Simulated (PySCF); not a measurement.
# How methods differ on the ionisation energy of P⁺

P⁺ [Ne] 3s2 3p2 (3P) → P²⁺ [Ne] 3s2 3p1 (2P), as a difference of total energies. Calculation: PySCF 2.14, in aug-cc-pV(T+d)Z with one added diffuse shell each of s, p, d, f type (7s6p5d3f, 71 functions); no relativity, point nucleus. Correlated levels: valence: [Ne] frozen. The calculations carry no spin-orbit coupling.

| method | ionisation energy (eV) |
| --- | --- |
| UHF | 19.163 |
| MP2 (valence) | 19.616 |
| SCS-MP2 (valence) | 19.526 |
| CCSD (valence) | 19.654 |
| CCSD(T) (valence) | 19.690 |

A first-order spin-orbit estimate (lowest level to lowest level, LS coupling) adds -0.007 eV.

Errors of the correlated levels include the incompleteness of this basis and the frozen core.

Question: Which method comes closest to the reference value, and which is furthest?

Answer: The reference is 19.769 eV (semi-empirical (NIST evaluation); NIST Atomic Spectra Database, ionization energies). Closest: CCSD(T) (valence) (error -0.086 eV); furthest: UHF (error -0.612 eV), both after the spin-orbit estimate.
